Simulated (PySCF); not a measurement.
These compounds are isomers of formula C$_{4}$H$_{12}$O$_{2}$Si$_{3}$.

A. SMILES O=C(O)[C@@H]([SiH3])[Si@@H]1C[C@H]1[SiH3]
B. `C/C(=C/C=O)[SiH2]O[SiH2][SiH3]`
C. SMILES OC(C([SiH2]C=C)([SiH3])[SiH3])=O

Spectrum 1. 13C{1H} NMR (computed): δ 205.7 (C), 194.9 (CH), 138.8 (CH), 28.7 (CH3).

Spectrum 2. 13C{1H} NMR (computed): δ 183.5 (C), 143.3 (CH2), 141.4 (CH), 8.6 (C).

Spectrum 3. 13C{1H} NMR (computed): δ 177.7 (C), 15.2 (CH), 1.2 (CH2), -9.0 (CH).

PySCF 2.14 calculation with σ from GIAO-PBE0/pcSseg-1 and GFN2-xTB structure; one conformer, in vacuum, rapidly exchanging positions averaged, no relativistic terms.

References, each an isolated molecule treated in the same way: 13C (σ = 186.93 ppm) vs TMS. Acid and N–H amide carbonyl carbons lie up to 10 ppm further downfield in solution (hydrogen bonding). Shifts are as computed. Against solution values, carbons near 30 ppm lie about +3 ppm off and those near 130 ppm about +5 ppm. Of 1309 compounds with measured shifts, 239 miss one by over three times the rms of a fit or turn the order of signals round; such compounds aren't used in these exercises.

Which spectrum belongs to which compound?

## Answers

1–B, 2–C, 3–A.

- Spectrum 1 (B): 4 13C signals; δC 205.7 is a β carbon of a C=C–C=O unit; δC 194.9 is an aldehyde carbonyl carbon.
- Spectrum 2 (C): 4 13C signals; δC 183.5 is a carboxylic acid carbon; δC 143.3 is a terminal =CH2 carbon.
- Spectrum 3 (A): 4 13C signals; δC 177.7 is a carboxylic acid carbon; δC 1.2 is a three-membered-ring carbon.
